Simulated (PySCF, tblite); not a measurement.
Isomers of C5H5F3O3S, one GFN2-xTB conformer each. Single-point energies are computed at PBE0/pcSseg-1 (PySCF, gas phase, no added dispersion term), electronic only.

| SMILES | GFN2-xTB relative energy (kJ/mol) |
| --- | --- |
| O=S(=O)(C1=CCOC1)C(F)(F)F | 124.6 |
| O=S1(=O)OCC[C@@H]1C(F)=C(F)F | 0.0 |

Conformers: `[O:1]=[S:2](=[O:3])([C:4]1=[CH:5][CH2:6][O:7][CH2:8]1)[C:9]([F:10])([F:11])[F:12]` with O1–S2–C4–C5 -156°; `[O:1]=[S:2]1(=[O:3])[O:4][CH2:5][CH2:6][C@@H:7]1[C:8]([F:9])=[C:10]([F:11])[F:12]` with C6–C7–C8–F9 -38°, O1–S2–O4–C5 73°, S2–O4–C5–C6 52°, O4–C5–C6–C7 -41°, C5–C6–C7–C8 131°.

What does PBE0/pcSseg-1 give for the same structures?

```
                      SMILES  PBE0/pcSseg-1 E (Eh)  PBE0/pcSseg-1 (kJ/mol)  GFN2-xTB (kJ/mol)  point group
   O=S(=O)(C1=CCOC1)C(F)(F)F           -1115.85345                     0.0              124.6           C1
O=S1(=O)OCC[C@@H]1C(F)=C(F)F           -1115.85315                     0.8                0.0           C1
```

GFN2-xTB puts O=S1(=O)OCC[C@@H]1C(F)=C(F)F lowest instead. Neighbours under 10 kJ/mol apart (O=S(=O)(C1=CCOC1)C(F)(F)F and O=S1(=O)OCC[C@@H]1C(F)=C(F)F) can change places with a better method, another conformer or zero-point energy.

Which frontier levels, dipoles and rotational constants go with these structures?

| SMILES | HOMO (eV, PBE0/pcSseg-1) | LUMO (eV) | dipole (D) | A, B, C (MHz) |
| --- | --- | --- | --- | --- |
| O=S(=O)(C1=CCOC1)C(F)(F)F | -7.76 | -1.85 | 3.54 | 1411, 612.2, 575.3 |
| O=S1(=O)OCC[C@@H]1C(F)=C(F)F | -7.73 | -0.50 | 5.33 | 1472, 588.9, 539.4 |

What happens when harmonic zero-point energies from GFN2-xTB frequencies are added?

| SMILES | ZPE (kJ/mol) | electronic (kJ/mol) | with ZPE (kJ/mol) |
| --- | --- | --- | --- |
| O=S(=O)(C1=CCOC1)C(F)(F)F | 267.4 | 0.0 | 0.0 |
| O=S1(=O)OCC[C@@H]1C(F)=C(F)F | 274.5 | 0.8 | 7.8 |

The zero-point energies span 7.1 kJ/mol. The order is unchanged.

As an exercise, what shares would exp(−E/RT) give at 1000 K from these electronic energies alone (no entropy, no degeneracies)?

RT = 8.314 kJ/mol: O=S(=O)(C1=CCOC1)C(F)(F)F 52.4 %, O=S1(=O)OCC[C@@H]1C(F)=C(F)F 47.6 %.
